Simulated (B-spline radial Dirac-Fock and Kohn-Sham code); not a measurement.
## Atomic phosphorus: differential elastic cross section for electrons at 2.15 keV

Method: relativistic (Dirac) partial waves in the static field of the Dirac-Fock atom with Furness-McCarthy exchange, without polarisation or absorption potentials. Computed with a B-spline atomic structure program.

| θ (°) | dσ/dΩ (a₀²/sr) | Sherman function |
| --- | --- | --- |
| 0 | 85.8 | 0.000 |
| 10 | 5.04 | 0.000 |
| 20 | 0.641 | 0.000 |
| 30 | 0.191 | 0.001 |
| 40 | 0.0819 | 0.001 |
| 50 | 0.0437 | -0.001 |
| 60 | 0.0267 | -0.003 |
| 70 | 0.0178 | -0.005 |
| 80 | 0.0127 | -0.008 |
| 90 | 0.00959 | -0.010 |
| 100 | 0.00758 | -0.011 |
| 110 | 0.00625 | -0.012 |
| 120 | 0.00534 | -0.012 |
| 130 | 0.00470 | -0.011 |
| 140 | 0.00426 | -0.010 |
| 150 | 0.00395 | -0.008 |
| 160 | 0.00376 | -0.005 |
| 170 | 0.00364 | -0.003 |
| 180 | 0.00361 | 0.000 |

The total elastic cross section is 2.94 a₀², the first transport cross section 0.164 a₀² and the second, weighted with (3/2) sin²θ, 0.318 a₀². The mean deflection is ⟨1 − cos θ⟩ = 0.0556, and 1.2 % of the collisions scatter beyond 90°.
